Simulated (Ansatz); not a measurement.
Reaction (SMILES): [NH][SiH2]N → [NH-][SiH2]N (an electron is taken up)
Geometries: B3LYP-D3(BJ)/def2-TZVP minima from Ansatz (a first-principles code), one conformer each, not searched for the lowest.

Quantity: adiabatic electron affinity (electronic energy difference), positive where the reaction releases energy, in eV. Cores are frozen in the correlated levels unless marked. UHF or UKS for open shells. Spin-orbit coupling is left out. Non-relativistic. Anions need diffuse functions: aug- sets have them; def2-D sets add few; the other sets have none. CBS marks a two-point X^-3 extrapolation of the correlation energy; Hartree-Fock from the larger set.

```
level                                                program  adiabatic electron affinity (eV)
--------------------------------------------  --------------  --------------------------------
PBE-D4/def2-TZVPD                             Ansatz + dftd4                              2.02
BLYP-D4/def2-TZVPD                            Ansatz + dftd4                               [?]
revPBE-D3(BJ)/def2-TZVPD                      Ansatz + dftd3                              1.89
r2SCAN-D4/def2-TZVPD                          Ansatz + dftd4                              1.78
PBE0/6-31G*                                           Ansatz                              1.25
PBE0/def2-TZVP                                        Ansatz                               [?]
HSE06-D4/def2-TZVPD                           Ansatz + dftd4                              1.81
CAM-B3LYP-D3(BJ)/def2-TZVPD                   Ansatz + dftd3                               [?]
wB97M-V/def2-TZVPD                                    Ansatz                              1.90
wB97X-V/def2-TZVPD                                    Ansatz                               [?]
B2GP-PLYP-D4/def2-TZVPD                       Ansatz + dftd4                              1.90
RPA@PBE/cc-pV(T+d)Z                                   Ansatz                              1.86
RPA@PBE/cc-pV(Q+d)Z                                   Ansatz                              2.15
SCS-MP2/6-31G                                         Ansatz                              0.71
SCS-MP2/6-31G*                                        Ansatz                              1.00
SCS-MP2/aug-cc-pV(Q+d)Z                               Ansatz                              2.13
CCSD(T)/CBS(aug-cc-pV(T+d)Z,aug-cc-pV(Q+d)Z)          Ansatz                              2.04
```

Q: What belongs in the gaps?

A: 
- BLYP-D4/def2-TZVPD, adiabatic electron affinity (eV): 1.95
- PBE0/def2-TZVP, adiabatic electron affinity (eV): 1.65
- CAM-B3LYP-D3(BJ)/def2-TZVPD, adiabatic electron affinity (eV): 1.85
- wB97X-V/def2-TZVPD, adiabatic electron affinity (eV): 1.82
